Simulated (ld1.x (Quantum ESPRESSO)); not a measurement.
## Cutoff test, P (Z = 15), TM

* Element: phosphorus
* Generator: ld1.x (Quantum ESPRESSO) 7.5
* Type: norm-conserving Troullier–Martins (Kleinman–Bylander form)
* Functional: PBEsol
* Relativity: scalar-relativistic
* Frozen core: [Ne]
* Valence charge: 5
* Reference configuration: 3s2 3p3
* Partial waves: 3p (bound): rc 2.05 bohr; 3d channel at 0.1 Ry: rc 1.65 bohr; 3s (bound): rc 1.20 bohr
* Local potential: the s channel
* Core correction: a·sin(br)/r model core inside 1.20 bohr

The pseudo-atom Hamiltonian at the reference potential is diagonalised in spherical Bessel functions j_l(qr) that vanish at 20 bohr, with q² up to the cutoff. All-electron valence levels (Ry): 3p -0.4027, 3s -1.0229.

Q: How do the lowest levels (Ry) of each channel move with the cutoff, and are there ghosts?

A:

```csv
cutoff (Ry),p #1,p #2,d #1,d #2,s #1,s #2,f #1,Σ f·Δε (mRy)
8,-0.3991,0.0294,0.0654,0.1477,-0.9440,-0.0185,0.1146,168.7
15,-0.4022,0.0292,0.0652,0.1462,-0.9876,-0.0211,0.1146,72.3
25,-0.4027,0.0292,0.0651,0.1452,-0.9917,-0.0213,0.1146,62.5
40,-0.4027,0.0292,0.0650,0.1447,-1.0142,-0.0227,0.1146,17.4
50,-0.4027,0.0292,0.0650,0.1446,-1.0196,-0.0230,0.1146,6.5
70,-0.4027,0.0292,0.0650,0.1446,-1.0203,-0.0231,0.1146,5.1
100,-0.4027,0.0292,0.0650,0.1446,-1.0223,-0.0232,0.1146,1.1
140,-0.4027,0.0292,0.0650,0.1446,-1.0226,-0.0232,0.1146,0.5
400,-0.4027,0.0292,0.0650,0.1446,-1.0229,-0.0232,0.1146,0.0
```

Result: no extra level below or beside the all-electron valence levels (p, d, s, f tested); 10 mRy is reached at 50 Ry and 1 mRy at 110 Ry.
